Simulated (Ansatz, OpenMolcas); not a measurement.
**How methods differ on B3N3H6 (SMILES B1NBNBN1)**

B3N3H6 has 12 atoms, charge 0, and is taken as a singlet. SMILES: `B1NBNBN1`. Geometry: relaxed at PBE0-D4/def2-TZVP. This is one conformer, not always the lowest.

Each level gives the vertical energy of the triplet above the singlet (eV). The values are calculated.

```tsv
level	kind	program	value (eV)	CPU time (all runs)
SVWN5/def2-SVP	LDA	OpenMolcas	6.21	6.6 min
M06-L/def2-SVP	meta-GGA	OpenMolcas	6.42	4.9 min
B3LYP/def2-SVP	global hybrid	Ansatz	6.46	2.2 min
PBE0/def2-SVP	global hybrid	Ansatz	6.49	1.9 min
HSE06/def2-SVP	range-separated hybrid	Ansatz	6.47	2.8 min
PBE-QIDH/def2-SVP	double hybrid	Ansatz	7.00	2 min
RPA@PBE0/def2-SVP	RPA	Ansatz	6.70	3.6 min
MP2/def2-SVP	perturbation theory	Ansatz	7.41	2.2 min
```

The values span 6.21 to 7.41 eV. A triplet this far above the singlet is often a Rydberg-like or dissociative state; sets without diffuse functions put Rydberg states too high. The second state's dipole differs much between rows, so they may not all be the same state. CPU times are rough (shared hosts, several kinds of processor and program).
